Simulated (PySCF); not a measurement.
Compound: C3H4F3N.
SMILES: `[H]/N=C(\C)C(F)(F)F`

Three sets of settings were typed for PySCF runs (density fitting) on one GFN2-xTB geometry. Runs with no stated cap are allowed at least 80 cycles.

Question: One run ended without self-consistency. Which?
A. PBE0/pcSseg-1
B. HCTH407/pcseg-1, damping 2.0 at the start, DIIS from the seventh cycle, at most 5 cycles
C. PBE0/def2-SVPD

Answer: B. The cap of 5 cycles ended the SCF with an orbital gradient of 1.2e+01, before the energy threshold of 1e-09 Eh and the gradient threshold (its square root) were both met. Raise the cap, and go back to no damping. Its energy and orbitals aren't self-consistent and shouldn't be used.

The end of its output:
```
final grid: 100920 points
cycle   1  E = -470.6382239700  dE =  9.704e-01  |g| = 9.297e-01  |ddm| = 3.384e+00
cycle   2  E = -469.0038458251  dE =  1.634e+00  |g| = 3.031e+00  |ddm| = 1.490e+00
cycle   3  E = -456.5778573801  dE =  1.243e+01  |g| = 7.489e+00  |ddm| = 4.784e+00
cycle   4  E = -434.3736411727  dE =  2.220e+01  |g| = 1.031e+01  |ddm| = 8.990e+00
cycle   5  E = -316.6528557578  dE =  1.177e+02  |g| = 1.203e+01  |ddm| = 1.400e+01
SCF not converged, last energy = -316.6528557578
```

The others met their thresholds:

```tsv
settings	basis functions	SCF cycles	E (Eh)	HOMO (eV)	LUMO (eV)	dipole (D)
PBE0/pcSseg-1	139	14	-470.4780	-8.23	-0.86	3.55
PBE0/def2-SVPD	181	14	-470.1946	-8.30	-1.05	3.61
```

Cycle counts include a coarse-grid stage where the run had one.

Shape of the structure used: `[H]/[N:3]=[C:2](\[CH3:1])[C:4]([F:5])([F:6])[F:7]`: C1–C2–C4–F5 59°.
